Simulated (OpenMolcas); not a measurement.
## Computed levels of Ba⁺

```yaml
Program: OpenMolcas
Method: CASSCF
Basis: ANO-RCC-VQZP [9s8p5d3f2g]
Scalar_Hamiltonian: DKH2, point nucleus
Active_space: 1 electron in 9 orbitals (5d 6s 6p)
State_averaging: 2S+1 = 2 even, 6 roots; 2S+1 = 2 odd, 3 roots
Spin-orbit_coupling: RASSI with atomic mean-field integrals over the reference wave functions, term energies averaged over their components
```

With spin-orbit coupling, above the lowest level:

```csv
Configuration,Term,J,E (eV),Measured (eV),Term weight %
6s,2S,1/2,0.0000,0.0000,100
5d,2D,3/2,0.7713,0.6043,100
5d,2D,5/2,0.8694,0.7036,100
6p,2P*,1/2,2.2414,2.5121,100
6p,2P*,3/2,2.3840,2.7218,100
```

Against the 4 measured excited levels shown (NIST Handbook of Basic Atomic Spectroscopic Data) the mean absolute deviation is 1900 cm-1; the largest miss in energy is 6p 2P* 3/2: computed 2.3840, measured 2.7218 eV (-12.4 %), and the largest in proportion 5d 2D 3/2 (+27.6 %).

ANO sets are built for ground and valence states and can reach diffuse excited orbitals poorly. With one active electron the reference holds no correlation, so core polarisation is missing. Measured partners are found by configuration, term and J. A level has none where our copy of the source lacks it or the pairing is in doubt (some pairs that miss far off the trend of their configuration count as doubtful), and it then counts in no deviation. Only configurations of the active space appear.

The term weight is that of the spin-free term in the level, not the purity of its configuration. * marks odd parity.
